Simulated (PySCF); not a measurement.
Job file and geometry (Å, from GFN2-xTB) of an NMR shielding run on `C1=CC(B(O)O)=CN1C`, C₅H₈BNO₂, GIAO PBE0/pcSseg-1 NMR shielding, non-relativistic, gas phase (PySCF); density fitting, a coarse starting grid and PySCF grid level 2 are the driver's defaults:

```
$ OMP_NUM_THREADS=1 python probes_run.py task.json out

{"job": {"kind": "nmr", "xc": "PBE0", "basis": "pcSseg-1"}, "charge": 0, "multiplicity": 1}
C     -2.655909    -0.885342     0.100538
N     -1.381729    -0.225377     0.101972
C     -1.176570     1.078916    -0.230079
C      0.151799     1.358361    -0.088773
C      0.802415     0.173402     0.354390
B      2.315827    -0.029223     0.657268
O      3.244407     0.967435     0.520546
O      2.759926    -1.239917     1.076902
C     -0.197453    -0.771937     0.456051
H     -3.278841    -0.534413     0.928714
H     -3.183562    -0.689721    -0.835187
H     -2.508943    -1.959028     0.205277
H     -1.990462     1.704576    -0.542160
H      0.614013     2.308596    -0.281502
H      2.891110     1.803831     0.224663
H      3.705142    -1.250890     1.232532
H     -0.118168    -1.797239     0.758398
```

Q: What does the program print?

A: 
```
coarse grid: 14712 points
cycle   1  E = -424.7441459123  dE =  1.710e+00  |g| = 9.194e-01  |ddm| = 3.790e+00
cycle   2  E = -424.6026708364  dE =  1.415e-01  |g| = 1.272e+00  |ddm| = 1.601e+00
cycle   3  E = -424.9063955822  dE = -3.037e-01  |g| = 1.332e-01  |ddm| = 9.990e-01
cycle   4  E = -424.9097362563  dE = -3.341e-03  |g| = 6.483e-02  |ddm| = 1.626e-01
cycle   5  E = -424.9106245659  dE = -8.883e-04  |g| = 1.921e-02  |ddm| = 6.432e-02
cycle   6  E = -424.9107062772  dE = -8.171e-05  |g| = 3.779e-03  |ddm| = 1.850e-02
cycle   7  E = -424.9107093415  dE = -3.064e-06  |g| = 9.523e-04  |ddm| = 3.876e-03
final grid: 143632 points
cycle   8  E = -424.9797772488  dE = -4.620e-05  |g| = 9.767e-03  |ddm| = 3.585e-02
cycle   9  E = -424.9797637013  dE =  1.355e-05  |g| = 1.295e-02  |ddm| = 1.801e-02
cycle  10  E = -424.9797987012  dE = -3.500e-05  |g| = 1.172e-03  |ddm| = 9.874e-03
cycle  11  E = -424.9797989774  dE = -2.762e-07  |g| = 2.565e-04  |ddm| = 9.886e-04
cycle  12  E = -424.9797989868  dE = -9.432e-09  |g| = 1.427e-04  |ddm| = 2.933e-04
cycle  13  E = -424.9797989914  dE = -4.559e-09  |g| = 3.730e-05  |ddm| = 1.526e-04
cycle  14  E = -424.9797989917  dE = -3.213e-10  |g| = 9.969e-06  |ddm| = 4.180e-05
converged SCF energy = -424.9797989917

GIAO shielding tensors (ppm)
atom      isotropic    diamagn.    paramagn.     s11        s22        s33       span
  0 C      150.138     241.755     -91.617    129.054    132.628    188.733     59.679
  1 N       87.452     335.519    -248.067    -16.772     99.826    179.301    196.073
  2 C       62.660     254.206    -191.546    -10.067     69.345    128.701    138.768
  3 C       67.650     257.053    -189.403    -18.899     62.536    159.312    178.212
  4 C       69.396     258.748    -189.351      7.985     34.504    165.700    157.715
  5 B       75.011     195.799    -120.789     66.434     67.161     91.437     25.003
  6 O      226.637     386.946    -160.308    124.419    273.074    282.420    158.000
  7 O      231.664     385.778    -154.114    140.698    273.432    280.863    140.165
  8 C       52.081     255.470    -203.389    -24.964     58.863    122.342    147.306
  9 H       27.850      27.047       0.803     23.600     25.241     34.708     11.108
 10 H       27.895      27.786       0.110     23.014     26.373     34.299     11.284
 11 H       28.085      28.421      -0.337     23.020     27.606     33.628     10.608
 12 H       25.104      32.685      -7.581     21.677     26.539     27.097      5.419
 13 H       25.319      34.491      -9.172     22.558     25.820     27.578      5.021
 14 H       27.376      33.226      -5.850     19.519     26.048     36.560     17.041
 15 H       27.868      28.643      -0.776     21.377     24.151     38.075     16.697
 16 H       24.674      34.201      -9.527     20.854     24.964     28.203      7.349
```

Size and cost of the density-fitted run: 193 basis functions, of the order of 80 core-seconds.
